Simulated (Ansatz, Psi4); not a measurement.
System: C₃H₅Cl, net charge 0, singlet state. SMILES: C/C=C/Cl
Coordinates optimised at B3LYP-D3(BJ)/def2-TZVP (Ansatz, a first-principles code):
```
C
C 1 1.3231
H 2 1.0812 1 123.80
H 1 1.0847 2 119.00 3 180.00
C 1 1.4957 4 117.58 2 -180.00
H 5 1.0904 1 111.68 4 180.00
H 5 1.0934 6 108.21 1 -122.25
H 5 1.0934 6 108.21 7 -115.50
Cl 2 1.7403 3 112.81 1 180.00
```
Charge 0, spin multiplicity 1.

wB97X-D/6-31G* beside other levels, property by property. Set-up: frozen cores in correlated levels; each state is the SCF solution reached for its charge and spin; non-relativistic; dispersion terms only where a functional's name holds one; spin-orbit terms left out; open shells spin-unrestricted; six Cartesian d functions in 6-31G* and its kin unless marked 5d; atomisation electronic, to ground-state atoms. CBS(X,Y): correlation extrapolated as X^-3; Hartree-Fock from the larger set. [CCSD(T)-MP2]/basis is that difference in the basis named. First-principles rows: single points at B3LYP-D3(BJ) geometries (Ansatz), with unscaled harmonic terms from B3LYP/6-31G* (Ansatz) at its own minima, enthalpies of formation by atomisation with measured atoms. Anions need diffuse functions, which STO-3G, LANL2DZ, def2-SVP, cc-pVDZ and Pople sets without + lack. Levels can end on unlike triplets.

Measured values: NIST CCCBDB, as tabulated in the package chemicals; dipoles are vibrational averages. Coupled cluster (Ansatz) is a level with limits of its own, used here on species with T1 under 0.025 (0.045 for open shells) and stable references: (a) RI-MP2/CBS(aug-cc-pV(T+d)Z,aug-cc-pV(Q+d)Z)+[CCSD(T)-MP2]/aug-cc-pV(T+d)Z; (b) CCSD(T)/CBS(cc-pV(T+d)Z,cc-pV(Q+d)Z).

| property | wB97X-D/6-31G* (Psi4) | PBE/6-31G* (Ansatz) | B3LYP/STO-3G (Ansatz) | B3LYP/6-31G* (Ansatz) | to compare with |
|---|---|---|---|---|---|
| vertical triplet-singlet gap, E(triplet) - E(singlet) (eV) | 4.35 | 4.32 | 4.86 | 4.31 | 4.44 coupled cluster (a) |
| size of the dipole moment (D) | 2.13 | 1.99 | 2.17 | 2.04 | 1.97 measured |
| enthalpy of formation at 298 K (kcal/mol) | -0.3 | -22.1 | -133.6 | 4.5 | -0.5 coupled cluster (b) |
| vertical ionisation energy to the doublet (eV) | 9.35 | 9.08 | 8.44 | 9.24 | 9.73 coupled cluster (a) |
| deprotonation enthalpy (C-H bond) at 298 K, to [CH2-]/C=C/Cl + H+ (kcal/mol) | 396.4 | 391.1 | 461.7 | 394.5 | 382.4 coupled cluster (a) |
| atomisation energy (kcal/mol) | 838.5 | 860.4 | 971.9 | 833.7 | 838.8 coupled cluster (b) |

As the rows show:
- vertical triplet-singlet gap, E(triplet) - E(singlet): wB97X-D/6-31G* lies 0.09 eV below coupled cluster.
- size of the dipole moment: wB97X-D/6-31G* lies 0.16 D above the measured value.
- enthalpy of formation at 298 K: wB97X-D/6-31G* lies 0.2 kcal/mol above coupled cluster.
- vertical ionisation energy to the doublet: wB97X-D/6-31G* lies 0.38 eV below coupled cluster.
- deprotonation enthalpy (C-H bond) at 298 K, to [CH2-]/C=C/Cl + H+: wB97X-D/6-31G* lies 14.0 kcal/mol above coupled cluster.
- atomisation energy: wB97X-D/6-31G* lies 0.3 kcal/mol below coupled cluster.

The properties are those with a value to compare with, at most eight drawn at random. No case is left out for the size of its miss. Left out are saddle points of the reference geometry, anions that the best level run finds unbound, excited spin states, species near biochemistry, 298 K rows of species without real B3LYP wavenumbers, cases with under five habitual levels, runs that failed or that the program found above a lower state of the same kind, table entries that another table contradicts, and a share of species set aside by lot.
